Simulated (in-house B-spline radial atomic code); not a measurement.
Rb⁺. Computed with a B-spline radial atomic code. Model: all-electron spherical atom, spin shells full or empty, radial basis limit, no spin-orbit coupling: exact exchange with a local potential (Slater, KLI or optimised effective potential, whose far tail is KLI's), no correlation.

Exchange potential has not reached -1/r at the last radius.

The run also made RPA and GW results, which its time includes.

The Slater potential averages the orbital exchange potentials with the orbital densities as weights, KLI adds orbital constants, and the optimised effective potential minimises the exact-exchange energy among local potentials. So their energies lie above Hartree-Fock in the order OEP, KLI, Slater. All fall off as −1/r, unlike LDA and GGA exchange.

Command:
```bash
python run_gw.py task.json out
```
Settings (lengths in bohr, energies in hartree):
```
Z                      37
electrons              36
configuration          [Ar] 3d10 4s2 4p6
hamiltonian            nr
method                 slater
lmax                   9
spin_polarised         False
box_radius             23.78
intervals              76
```

Time taken, with all properties: 6.2 s on 1 thread of Arm Neoverse N1, with other jobs on the host.

Given: hamiltonian non-relativistic; mean-field start Slater potential.

Computed: energy above Hartree-Fock 296.01 millihartree; virial ratio -E/T less 1 -0.013225.

```
radius (bohr)  r times exchange potential (hartree bohr)
      0.00135                                  -0.051537
      0.00169                                  -0.064456
       0.0021                                  -0.079988
      0.00262                                  -0.099591
      0.00327                                   -0.12392
      0.00408                                   -0.15389
      0.00509                                   -0.19068
      0.00635                                   -0.23547
      0.00792                                   -0.28938
      0.00988                                   -0.35338
       0.0123                                   -0.42697
       0.0154                                   -0.51212
       0.0192                                   -0.60254
       0.0239                                          ?
       0.0298                                    -0.7801
       0.0372                                   -0.84866
       0.0464                                   -0.88614
       0.0579                                          ?
       0.0722                                    -0.9213
       0.0901                                    -1.0201
        0.112                                    -1.1706
         0.14                                    -1.3195
        0.175                                    -1.4016
        0.218                                    -1.3749
        0.272                                    -1.3255
        0.339                                    -1.4541
        0.423                                    -1.6772
        0.528                                    -1.8204
        0.659                                    -1.8013
        0.822                                    -1.5933
         1.02                                    -1.3451
         1.28                                    -1.3451
         1.59                                    -1.4258
         1.99                                    -1.4379
         2.48                                    -1.3736
          3.1                                    -1.2749
         3.86                                    -1.1833
```

(1) What belongs in the row 0.0239?

(2) What belongs in the row 0.0579?

```csv
occupied,level (hartree),Hartree-Fock level (hartree)
1s,-548.06,-551.66
2s,-73.552,-75.25
2p,-67.191,-68.107
3s,?,?
3p,-9.2435,-9.6887
3d,-4.9249,-4.9333
4s,-1.6373,-1.7215
4p,-1.0702,-1.0086
```

(3) What belongs in the row 3s?

```tsv
empty	level (hartree)
5s	-0.41747
4d	-0.35926
5p	?
6s	-0.19078
```

(4) What belongs in the row 5p?

Answers

(1) r times exchange potential (hartree bohr): -0.69408.

(2) r times exchange potential (hartree bohr): -0.89479.

(3) level (hartree): -11.608; Hartree-Fock level (hartree): -12.334.

(4) level (hartree): -0.30837.

The highest level, 4p, differs from Hartree-Fock by -1.7 eV and the deepest, 1s, by +97.8 eV: the Slater potential lacks the response part and is deeper than the optimised one throughout, so the top level comes too deep.
